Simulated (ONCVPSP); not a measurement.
## What the settings do to the ONCV potential of Hg

Base potential:

- Element: mercury
- Generator: ONCVPSP 4.0.1
- Type: optimised norm-conserving Vanderbilt (ONCV)
- Functional: PBEsol
- Relativity: scalar-relativistic
- Frozen core: [Kr] 4d10 4f14
- Valence charge: 20
- Reference configuration: 5s2 5p6 5d10 6s1.5 (charge +0.5)
- Partial waves: 5s+6s: rc 1.45 bohr, ncon 4, nbas 9, qcut 10.6 1/bohr, 2 projectors; 5p: rc 1.75 bohr, ncon 4, nbas 8, qcut 7.1 1/bohr, 1 projector; 5d: rc 2.25 bohr, ncon 4, nbas 9, qcut 7.2 1/bohr, 2 projectors, debl 3 Ha
- Local potential: polynomial inside 1.25 bohr (lpopt 5, dvloc0 0 Ha)
- Core correction: none

All-electron outer shells of the reference configuration (PBEsol, scalar-relativistic, ld1.x):

| shell | level (eV) | outermost node (bohr) | outermost maximum (bohr) |
| --- | --- | --- | --- |
| 5s | -122.64 | 0.47 | 0.82 |
| 4f | -100.34 | – | 0.37 |
| 5p | -70.95 | 0.51 | 0.93 |
| 5d | -14.24 | 0.55 | 1.17 |
| 6s | -10.71 | 1.08 | 2.16 |

Cutoffs, loose and tight: the cutoffs (Ha) at which the residual kinetic energy of the hardest occupied pseudo-wave falls to 1 and 0.1 mHa per electron. They do not see the model core or the augmentation charge, which bear on the density cutoff. Test errors are all-electron minus pseudo excitation energies from the reference, over the configurations 5s2 5p6 5d10 6s2; 5s2 5p6 5d10 6s1; 5s2 5p6 5d10 6s0; 5s2 5p6 5d9 6s0. A dash means not determined; rows that change the core or the reference have their own tests.

```json
{"change": "base", "outcome": "generated", "cutoff, loose": "36 Ha", "cutoff, tight": "41 Ha", "bound ghosts": "none", "GHOST(+) flags above zero": "s", "largest test error (meV)": "-13"}
{"change": "p: rc 1.28", "outcome": "generated", "cutoff, loose": "62 Ha", "cutoff, tight": "122 Ha", "bound ghosts": "none", "GHOST(+) flags above zero": "s", "largest test error (meV)": "-14"}
{"change": "p: rc 1.66", "outcome": "generated", "cutoff, loose": "36 Ha", "cutoff, tight": "41 Ha", "bound ghosts": "none", "GHOST(+) flags above zero": "s", "largest test error (meV)": "-13"}
{"change": "p: rc 1.92", "outcome": "generated", "cutoff, loose": "36 Ha", "cutoff, tight": "41 Ha", "bound ghosts": "none", "GHOST(+) flags above zero": "s", "largest test error (meV)": "-13"}
{"change": "p: rc 2.12", "outcome": "generated", "cutoff, loose": "36 Ha", "cutoff, tight": "41 Ha", "bound ghosts": "none", "GHOST(+) flags above zero": "s", "largest test error (meV)": "-14"}
{"change": "p: rc 2.36", "outcome": "generated", "cutoff, loose": "36 Ha", "cutoff, tight": "41 Ha", "bound ghosts": "none", "GHOST(+) flags above zero": "s", "largest test error (meV)": "-14"}
{"change": "p: rc 2.54", "outcome": "generated", "cutoff, loose": "36 Ha", "cutoff, tight": "41 Ha", "bound ghosts": "none", "GHOST(+) flags above zero": "s", "largest test error (meV)": "-16"}
```

**Question.** What comes out with this change to the base: p: rc 1.44?

**Answer.** outcome: generated; cutoff, loose: 36 Ha; cutoff, tight: 60 Ha; bound ghosts: none; GHOST(+) flags above zero: s; largest test error (meV): -14.

Reading the sweep of the p radius (base included, trends over the rows without a ghost): The loose cutoff falls from 62 Ha at 1.28 to 36 Ha at 2.54 bohr. A larger radius leaves more room for a smooth pseudo-wave, so fewer plane waves are needed; a smaller one forces it to follow the all-electron wave where it bends sharply. The median size of the test errors (rows with all tests solved) stays near 4.8 meV.
